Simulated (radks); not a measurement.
Spherical quantum dot in the effective-mass picture: electrons in a parabolic well V = omega^2 r^2 / 2 with omega = 0.462, with a point charge +1 (a donor) at the centre, all in effective atomic units (hartree* = m*/eps^2 hartree, bohr* = eps/m* bohr), one dielectric constant everywhere. Method: non-relativistic Kohn-Sham, LDA (Slater exchange, Perdew-Wang correlation), spin-polarised, spherical densities; computed with a radial shooting solver with Libxc functionals. Levels are named by radial order and angular momentum (1s, 1p, 1d, 2s, ...), and open shells are averaged over m. At N = 40 the configuration is 1s2 1p6 1d10 2s2 1f14 2p6. Does electron 41 go into 3s up or 1g up?

Answer. Into 1g up. The total energies of the other choices lie higher by 0.0403 hartree* (3s up).
